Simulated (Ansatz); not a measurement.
Relaxation of a periodic cell of 17 atoms, CuSi16 (host Si, host structure diamond, interstitial Cu), cell charge +1, to a largest force component of 0.03 eV/Å in at most 60 steps.

These are results of DFT PBE, scalar-relativistic, plane waves, PAW (Ansatz 0.2.0), not measurements. Settings: PAW set soft_1, cutoff 420 eV, k mesh 2x2x2, gaussian smearing 0.05 eV, no spin polarisation.

```xyz
17
Lattice="0.0000 5.4300 5.4300 5.4300 0.0000 5.4300 5.4300 5.4300 0.0000" Properties=species:S:1:pos:R:3
Si 0.000 0.000 0.000
Si 1.357 1.357 1.357
Si 2.715 2.715 0.000
Si 4.072 4.072 1.357
Si 2.715 0.000 2.715
Si 4.072 1.357 4.072
Si 5.430 2.715 2.715
Si 6.787 4.072 4.072
Si 0.000 2.715 2.715
Si 1.357 4.072 4.072
Si 2.715 5.430 2.715
Si 4.072 6.787 4.072
Si 2.715 2.715 5.430
Si 4.072 4.072 6.787
Si 5.430 5.430 5.430
Si 6.787 6.787 6.787
Cu 6.157 3.473 6.147
```

Where does it end, and by what steps?

The run converged. The force dipped under the threshold on the way, but the program's further checks kept it going. Limits of this set-up: coarse k mesh, charged cell in a uniform background, uncorrected. After 19 steps the energy has fallen by 0.652 eV; Cu17 moved furthest, 0.53 Å. Joined: Si11–Cu17.

| step | energy less start (eV) | largest force component (eV/Å) | accepted |
| --- | --- | --- | --- |
| 0 | 0.0000 | 1.943 | yes |
| 1 | -0.4698 | 0.807 | yes |
| 2 | -0.5986 | 0.083 | yes |
| 3 | -0.6137 | 0.112 | yes |
| 4 | -0.6232 | 0.167 | yes |
| 5 | -0.6387 | 0.085 | yes |
| 6 | -0.6488 | 0.029 | yes |
| 7 | -0.6488 | 0.029 | yes |
| 8 | -0.6503 | 0.028 | yes |
| 9 | -0.6506 | 0.010 | yes |
| 10 | -0.6506 | 0.005 | yes |
| 11 | -0.6506 | 0.004 | yes |
| 12 | -0.6508 | 0.033 | yes |
| 13 | -0.6510 | 0.025 | yes |
| 14 | -0.6502 | 0.052 | no |
| 15 | -0.6514 | 0.019 | yes |
| 16 | -0.6517 | 0.031 | yes |
| 17 | -0.6519 | 0.032 | yes |
| 18 | -0.6524 | 0.015 | yes |
| 19 | -0.6524 | 0.015 | yes |

```xyz
17
Lattice="0.0000 5.4300 5.4300 5.4300 0.0000 5.4300 5.4300 5.4300 0.0000" Properties=species:S:1:pos:R:3
Si 0.026 0.007 -0.004
Si 1.361 1.315 1.392
Si 2.773 2.668 -0.079
Si 4.103 4.025 1.296
Si 2.794 0.088 2.760
Si 4.131 1.421 4.120
Si 5.457 2.744 2.707
Si 6.827 4.110 4.017
Si -0.106 2.614 2.798
Si 1.290 4.008 4.074
Si 2.581 5.298 2.560
Si 3.898 6.608 3.970
Si 2.719 2.746 5.428
Si 4.028 4.079 6.828
Si 5.382 5.485 5.356
Si 6.738 6.819 6.726
Cu 6.456 3.737 6.501
```

The run took 2 min on 1 thread of Arm Neoverse V2, on a shared host, peak memory 0.57 GiB.
